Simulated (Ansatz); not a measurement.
Two members of one family (N-butyl-N-methylpyrrolidinium salts), computed with Ansatz in the gas phase. The two geometries come from different levels. Binding counts from free atoms in the multiplicity of their measured ground term, without zero-point energy. A dash marks a value that wasn't run or was left out as unsound. The structures are stationary points that may keep the symmetry of their start.

First: N-butyl-N-methylpyrrolidinium chloride (singlet, charge 0, r2SCAN-D4/def2-SVP geometry).

```xyz
31

C     3.469    2.409    0.303
C     1.994    2.279   -0.059
C     1.467    0.853    0.110
C     0.018    0.782   -0.330
N    -0.664   -0.545   -0.086
C     0.085   -1.649   -0.773
C    -2.076   -0.483   -0.640
C    -2.799   -1.641    0.037
C    -2.047   -1.871    1.377
C    -0.889   -0.865    1.365
H     3.653    2.114    1.350
H     3.822    3.445    0.180
H     4.093    1.765   -0.338
H     1.393    2.968    0.563
H     1.833    2.592   -1.106
H     1.597    0.535    1.163
H     2.080    0.180   -0.514
H    -0.079    0.924   -1.434
H    -0.594    1.529    0.203
H     0.150   -1.348   -1.846
H    -0.482   -2.582   -0.660
H     1.068   -1.754   -0.298
H    -2.476    0.490   -0.314
H    -1.977   -0.475   -1.749
H    -2.775   -2.547   -0.589
H    -3.858   -1.394    0.190
H    -2.686   -1.698    2.255
H    -1.674   -2.904    1.454
H     0.045   -1.232    1.812
H    -1.167    0.082    1.852
Cl   -0.523    0.040   -3.477
```

```csv
level,HOMO (eV),LUMO (eV),gap (eV),vertical IE (eV),binding per atom (eV)
PBE-D4/def2-SVP,-3.69,-0.24,3.45,–,4.18
PBE-D4/def2-TZVP,-4.23,-0.68,3.55,7.69,4.14
r2SCAN-D4/def2-TZVP,-4.50,-0.11,4.39,–,4.06
PBE0-D4/def2-SVP,-5.00,0.61,5.61,–,4.13
PBE0-D4/def2-TZVP,-5.48,0.12,5.60,7.73,4.09
```

Second: N-butyl-N-methylpyrrolidinium dicyanamide (singlet, charge 0, PBE-D4/def2-SVP geometry).

```xyz
35

C    -3.780    2.056    0.074
C    -2.493    1.484    0.668
C    -1.613    0.780   -0.378
C    -0.366    0.214    0.285
N     0.632   -0.468   -0.639
C    -0.015   -1.640   -1.323
C     1.831   -0.982    0.187
C     3.044   -0.739   -0.694
C     2.721    0.632   -1.298
C     1.239    0.511   -1.656
H    -3.567    2.805   -0.718
H    -4.391    2.558    0.851
H    -4.407    1.259   -0.379
H    -1.904    2.292    1.155
H    -2.736    0.762    1.479
H    -1.358    1.506   -1.183
H    -2.206   -0.029   -0.856
H    -0.650   -0.568    1.014
H     0.200    0.986    0.842
H    -0.423   -2.306   -0.528
H     0.756   -2.172   -1.908
H    -0.808   -1.277   -2.000
H     1.878   -0.365    1.109
H     1.616   -2.027    0.476
H     3.147   -1.513   -1.486
H     3.976   -0.746   -0.098
H     2.872    1.425   -0.537
H     3.332    0.893   -2.184
H     1.092    0.075   -2.661
H     0.683    1.464   -1.611
N    -0.504   -2.986    1.538
C    -0.165   -2.338    2.481
N     0.202   -1.627    3.514
C     0.806   -0.479    3.322
N     1.360    0.561    3.142
```

**Question.** Estimate the same table for the second.

**Answer.** 
```json
{"level": "PBE-D4/def2-SVP", "HOMO (eV)": "-4.30", "LUMO (eV)": "-0.44", "gap (eV)": "3.87", "vertical IE (eV)": "–", "binding per atom (eV)": "4.49"}
{"level": "PBE-D4/def2-TZVP", "HOMO (eV)": "-4.60", "LUMO (eV)": "-0.80", "gap (eV)": "3.79", "vertical IE (eV)": "7.59", "binding per atom (eV)": "4.44"}
{"level": "r2SCAN-D4/def2-TZVP", "HOMO (eV)": "-4.83", "LUMO (eV)": "-0.24", "gap (eV)": "4.58", "vertical IE (eV)": "–", "binding per atom (eV)": "4.30"}
{"level": "PBE0-D4/def2-SVP", "HOMO (eV)": "-5.54", "LUMO (eV)": "0.42", "gap (eV)": "5.96", "vertical IE (eV)": "–", "binding per atom (eV)": "4.39"}
{"level": "PBE0-D4/def2-TZVP", "HOMO (eV)": "-5.76", "LUMO (eV)": "0.00", "gap (eV)": "5.77", "vertical IE (eV)": "7.67", "binding per atom (eV)": "4.34"}
```
